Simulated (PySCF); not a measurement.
A side-by-side comparison of computed properties.

First species: C7H17OP.
SMILES: `CC[P@](C)(=O)C(C)(C)C`

Second species: C8H12NP.
SMILES: `CC1=NC=C(C(C)C)P=C1`

Levels: PBE0/pcSseg-1 for dipole moment, HOMO energy, LUMO energy and HOMO–LUMO gap; GFN2-xTB for rotational constant A and rotational constant C. Geometries: GFN2-xTB. Each structure is a single optimised conformer of the isolated species, non-relativistic unless stated; the electronic structure was computed with PySCF and density fitting.

The conformers computed, where there is a choice (atom-mapped SMILES and torsion angles):
- `[CH3:1][CH2:2][P@:3]([CH3:4])(=[O:5])[C:6]([CH3:7])([CH3:8])[CH3:9]`: C1–C2–P3–C4 72°, C2–P3–C6–C7 -174°
- `[CH3:1][c:2]1[cH:3][p:4][c:5]([CH:6]([CH3:7])[CH3:8])[cH:9][n:10]1`: P4–C5–C6–C7 64°

Question: Which of the two has the higher LUMO energy, and by how much?

Answer: The first: 1.01 eV against -1.88 eV, a difference of 2.89 eV.

Question: Which has the higher HOMO energy?

Answer: The second: -7.20 eV against -7.27 eV, a difference of 0.07 eV.

Question: Which has the higher rotational constant A?

Answer: The second: 2.583 GHz against 1.929 GHz, a difference of 0.654 GHz.

Question: Which has the higher rotational constant C?

Answer: The first: 0.974 GHz against 0.639 GHz, a difference of 0.335 GHz.

Question: Which of the two has the higher HOMO–LUMO gap, and by how much?

Answer: The first: 8.28 eV against 5.32 eV, a difference of 2.96 eV.

Question: Which has the higher dipole moment?

Answer: The first: 3.75 D against 0.74 D, a difference of 3.01 D.

On the first: The dipole matches unit charges of opposite sign 0.78 Å apart (1 e·Å = 4.8032 D).

On the second: The dipole matches unit charges of opposite sign 0.15 Å apart (1 e·Å = 4.8032 D).
